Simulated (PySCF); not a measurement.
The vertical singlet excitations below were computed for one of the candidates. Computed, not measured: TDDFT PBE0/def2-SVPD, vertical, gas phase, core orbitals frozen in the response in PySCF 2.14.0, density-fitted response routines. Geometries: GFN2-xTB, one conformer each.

| state | λ (nm) | f |
| --- | --- | --- |
| S1 | 295.9 | 0.0001 |
| S2 | 274.4 | 0.0021 |
| S3 | 265.6 | 0.0013 |
| S4 | 208.8 | 0.0046 |
| S5 | 204.8 | 0.205 |
| S6 | 204.4 | 0.030 |

Problem. Which candidate is it?
A. `C1/C(C(OC)=CC=1)=C\Cl`
B. `c1c(ccc(c1)CO)Cl`
C. `FCC#CC#CC(Cl)Cl`
D. `FC(F)(F)OCCCl`
E. `F[C@@]12C=C[C@@]3(Cl)[C@@H]1[C@]32Cl`

Solution. C. Its S1 lies at 4.19 eV; the nearest of the others has S1 at 5.24 eV. S1 is HOMO→LUMO (94%). Löwdin shares by element: HOMO carbon 78% or more (atoms not listed hold the other 22%); LUMO carbon 61% or more (atoms not listed hold the other 39%). At the same level the other candidates give, for their lowest levels:
- `F[C@@]12C=C[C@@]3(Cl)[C@@H]1[C@]32Cl`: 222 nm (f 0.023); 209 nm (f 0.026); 207 nm (f 0.006); 198 nm (f 0.076); 190 nm (f 0.003); T1 3.67 eV; HOMO -7.45, LUMO -0.88 eV
- `OCc1ccc(Cl)cc1`: 237 nm (f 0.004); 215 nm (f 0.191); 200 nm (f 0.004); 195 nm (f 0.016); 193 nm (f 0.005); T1 3.96 eV; HOMO -7.25, LUMO -0.81 eV
- `COC1=CC=C/C1=C\Cl`: 441 nm (f 0.021); 249 nm (f 0.443); 220 nm (f 0.005); 217 nm (f 0.001); 217 nm (f 0.000); T1 1.88 eV; HOMO -5.90, LUMO -2.01 eV
- `FC(F)(F)OCCCl`: 168 nm (f 0.002); 166 nm (f 0.003); 151 nm (f 0.011); 149 nm (f 0.045); 140 nm (f 0.016); T1 6.64 eV; HOMO -8.90, LUMO 0.14 eV
Triplets come from the Tamm–Dancoff approximation.

Without π bonds the low states may be Rydberg-like; a valence basis with one diffuse set may place them up to an eV too high.
